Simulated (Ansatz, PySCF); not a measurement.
Molecule: SbI₃, net charge -1, doublet state. 
Geometry from a B3LYP-D3(BJ)/def2-TZVP (Ansatz, an electronic-structure program) optimisation:
```xyz
4

Sb     0.0693    -0.4465     0.0121
I     -2.8003    -1.4039     0.0087
I     -0.3602     2.3224    -0.0627
I      3.0939    -0.4888     0.0424
```
Charge -1, spin multiplicity 2.

Total electronic energies in hartree. Correlated levels leave the core frozen unless marked. Open shells are spin-unrestricted. Spin-orbit coupling is left out. The frozen core is the preceding noble-gas configuration, with the filled d and f shells of earlier blocks. In def2 rows, elements after Kr have scalar-relativistic effective core potentials. STO-3G rows are all-electron and non-relativistic. Basis-set limits of correlation are two-point, X^-3; Hartree-Fock from the larger set. [CCSD(T)-MP2]/basis is that difference in the basis named.

```json
[
 {"level": "HF/def2-SVP", "program": "Ansatz", "energy (Eh)": "-1129.40961"},
 {"level": "SVWN5/def2-TZVPD", "program": "PySCF", "energy (Eh)": "…"},
 {"level": "PBE0/STO-3G", "program": "Ansatz", "energy (Eh)": "…"},
 {"level": "PBE0/def2-QZVPP", "program": "Ansatz", "energy (Eh)": "-1133.65058"},
 {"level": "r2SCANh/def2-TZVPD", "program": "Ansatz", "energy (Eh)": "-1134.00175"},
 {"level": "B2GP-PLYP-D3(BJ)/def2-TZVPD", "program": "Ansatz + dftd3", "energy (Eh)": "-1132.20204"},
 {"level": "RI-MP2/def2-TZVPPD", "program": "Ansatz", "energy (Eh)": "-1129.97553"},
 {"level": "SCS-MP2/def2-SVP", "program": "Ansatz", "energy (Eh)": "-1129.76478"},
 {"level": "RI-MP2/CBS(def2-TZVPPD,def2-QZVPPD)+[CCSD(T)-MP2]/def2-TZVPPD", "program": "Ansatz", "energy (Eh)": "-1130.1762"}
]
```

Q: What belongs in the gaps?

A: 
- SVWN5/def2-TZVPD, energy (Eh): -1132.03257
- PBE0/STO-3G, energy (Eh): -26810.91545
